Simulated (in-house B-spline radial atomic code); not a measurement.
**How G0W0 and RPA depend on the start: the oxygen ion O⁺**

Configuration [He] 2s2 2p3, highest spin. Computed with an all-electron radial atomic-structure program (B-spline basis): all electrons, scalar-relativistic (spin-free one-electron X2C), finite nucleus, each spin shell either full or empty, empty states to l = 9 with an (l + 1/2)⁻⁴ tail; G0W0 by contour deformation at full frequency.

```csv
start,mean-field 2p up (eV),G0W0 (eV),QP weight,RPA correlation (Eh)
Hartree-Fock,-36.20,-35.61,0.959,-0.29033
LDA VWN5,-26.439,-34.54,0.886,-0.35005
PBE,-26.360,-34.42,0.886,-0.34979
PBE0,-28.969,-34.88,0.919,-0.33125
r2SCAN,-27.290,-34.67,0.907,-0.33884
HSE06,-28.542,-34.81,0.914,-0.33383
B3LYP (VWN-RPA),-28.427,-34.76,0.913,-0.33506
SCAN,-27.322,?,?,?
TPSS,-26.628,-34.48,0.893,-0.34432
BHandHLYP,-31.39,-35.14,0.937,-0.31611
CAM-B3LYP,-30.43,-35.09,0.930,-0.32363
LC-wPBE,-31.81,-35.30,0.940,-0.318
wB97X,-31.37,?,?,?
PBEsol,-26.287,-34.49,0.886,-0.34957
BLYP,-26.168,-34.34,0.883,-0.35021
r2SCAN0,-29.650,-34.99,0.928,-0.32468
LDA exchange-only,-25.341,-34.54,0.873,-0.34967
```

What G0W0 level, weight and RPA correlation energy follow from the SCAN start?

G0W0 level -34.64 eV, weight 0.908, RPA correlation -0.33859 hartree.

What G0W0 level, weight and RPA correlation energy follow from the wB97X start?

G0W0 level -35.27 eV, weight 0.940, RPA correlation -0.3162 hartree.

How much of the dependence on the start does G0W0 remove?

The mean-field levels span 10.9 eV and the G0W0 levels 1.27 eV. Against 35.121 eV (NIST, measured) the G0W0 removal energies are off by -0.78 to +0.49 eV.
